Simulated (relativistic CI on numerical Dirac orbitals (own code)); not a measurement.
# The 4f ions of charge 1+

These numbers are calculated, not measured: Dirac-Coulomb-Breit CI, separate exchange-only KLI orbitals for each configuration, a model potential for QED, valence Slater integrals scaled by 0.85 (own radial code, finite nucleus).

Each species is treated in one configuration, given outside its closed core, with all valence electrons in the open shell. Radial values are for the open shell of highest l, unscaled and averaged over j; ζ includes the Breit term. Labels give the leading LS character, summed over repeated terms.

```tsv
Ion	Configuration	Its lowest level	LS weight (%)	F² (cm⁻¹)	F⁴ (cm⁻¹)	g_J	g√(J(J+1))	ζ (cm⁻¹)
La⁺	4f2	3H_4	98	41390	24760	0.804	3.60	258.1
Ce⁺	4f3	4I°_9/2	98	56730	34370	0.730	3.63	411.2
Pr⁺	4f4	5I_4	98	65960	40220	0.602	2.69	547.5
Nd⁺	4f5	6H°_5/2	97	73030	44710	0.292	0.86	685.3
Pm⁺	4f6	7F_0	95	78970	48480		0.00	830
Sm⁺	4f7	8S°_7/2	98	84210	51810	1.995	7.92	984.3
Eu⁺	4f8	7F_6	96	88970	54830	1.494	9.68	1150
Gd⁺	4f9	6H°_15/2	94	93380	57620	1.325	10.58	1328
Tb⁺	4f10	5I_8	94	97510	60240	1.242	10.54	1519
Dy⁺	4f11	4I°_15/2	98	101400	62720	1.196	9.55	1725
Ho⁺	4f12	3H_6	99	105200	65090	1.165	7.55	1946
Er⁺	4f13	2F°_7/2	100			1.142	4.53	2184
```

NIST ASD lists another ground level for La⁺ (3F2), Ce⁺ (4H°7/2), Pr⁺ ((9/2,1/2)°4), Nd⁺ (6I7/2), Pm⁺ (7H°2), Sm⁺ (8F1/2), Eu⁺ (9S°4), Gd⁺ (10D°5/2), Tb⁺ ((15/2,1/2)°8), Dy⁺ ((8,1/2)17/2), Ho⁺ ((15/2,1/2)°8), Er⁺ ((6,1/2)13/2).

At low charge ζ of a weakly bound d or f electron comes out too small.
